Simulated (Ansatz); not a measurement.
C3H7FSi (`C[C@@H]1C[Si@@H]1F`), charge 0, multiplicity 1.

Problem. Give a relaxed structure at PBE0-D4/def2-TZVP (the Gaussian-basis code of Ansatz). (Estimate.)

Solution. Ansatz gave: 
Cartesian coordinates in Å:
```
C 0.9575 0.2618 1.1920
C -0.1664 0.5309 0.2221
C -1.0962 -0.6856 -0.1540
Si -0.1488 0.0297 -1.5353
F 1.1064 -0.7790 -2.1032
H 1.6501 1.1053 1.2378
H 1.5365 -0.6185 0.9002
H 0.5739 0.0834 2.2020
H -0.7316 1.4325 0.4536
H -2.1664 -0.5402 -0.0446
H -0.7641 -1.6363 0.2571
H -0.7509 0.8162 -2.6277
```
This is one stationary point; other conformers may exist.
